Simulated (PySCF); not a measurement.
Species: C6H12N2.
Cartesian coordinates in Å at the GFN2-xTB level; atoms count from 1:
```xyz
20
C6H12N2 angstrom
N     -2.5930   -0.7080    1.5372
C     -1.1718   -0.7445    1.2331
C     -0.7076    0.3204    0.2541
C     -0.9516    0.1202   -1.2302
C      0.4174    0.0518   -0.6707
C      1.5672   -0.8878   -0.7166
C      1.7766    0.5912   -0.9449
N      2.5163    1.3562    0.0176
H     -3.1315   -0.8179    0.6837
H     -2.8413    0.1906    1.9389
H     -0.9446   -1.7329    0.8250
H     -0.6318   -0.6352    2.1794
H     -0.8153    1.3348    0.6316
H     -1.4220   -0.8019   -1.5444
H     -1.2296    0.9754   -1.8309
H      1.9213   -1.3079    0.2144
H      1.6626   -1.5574   -1.5588
H      1.9959    0.9160   -1.9570
H      2.3323    1.0134    0.9547
H      2.2453    2.3341   -0.0190
```

NICS = −σ at a ghost point: NICS(0) at the centroid of the ring atoms, NICS(1) 1 Å to either side along the normal of their mean plane, zz for the tensor component along that normal. Level: GIAO PBE0/pcSseg-1 (PySCF, non-relativistic, gas phase) on the GFN2-xTB geometry, one conformer.

Ring bond lengths (Å), with Mayer bond orders in brackets: C3–C4 1.517 (0.95), C4–C5 1.481 (0.92), C5–C3 1.481 (0.88); C5–C6 1.486 (0.91), C6–C7 1.511 (0.97), C7–C5 1.488 (0.87).

Problem. Give the NICS values of each ring in ppm.

Solution. 
| ring | type | NICS(0) | NICS(1), two faces | NICS(1)zz, two faces | rms pucker (Å) | centre to ring atoms, mean (Å) |
| --- | --- | --- | --- | --- | --- | --- |
| C3–C4–C5 | 3-membered carbocycle; formal bonds all single | -39.8 | -7.1 / -7.2 | -18.4 / -19.4 | 0.00 | 0.86 |
| C5–C6–C7 | 3-membered carbocycle; formal bonds all single | -37.6 | -6.4 / -7.3 | -15.0 / -20.1 | 0.00 | 0.86 |

Problem. What do they say, and how far can they be read as aromaticity?

Solution. 
- C3–C4–C5: mean NICS(1)zz -18.9 ppm, shielded. C3, C4, C5 have four or more neighbours; no verdict on aromaticity is drawn. NICS(0) lies 33 ppm below the mean NICS(1).
- C5–C6–C7: mean NICS(1)zz -17.5 ppm, shielded. C5, C6, C7 have four or more neighbours; no verdict on aromaticity is drawn. The two faces differ by 5.1 ppm, so no symmetry operation interchanges them. NICS(0) lies 31 ppm below the mean NICS(1).

Problem. Give the inner angles of the rings and the Hirshfeld charges of the ring atoms.

Solution. 
- C3–C4–C5: C3 59.2° (-0.050 e), C4 59.2° (-0.095 e), C5 61.6° (-0.024 e); sum 180.0° against 180° for a flat convex ring.
- C5–C6–C7: C5 61.1° (-0.024 e), C6 59.5° (-0.092 e), C7 59.4° (+0.003 e); sum 180.0° against 180° for a flat convex ring.
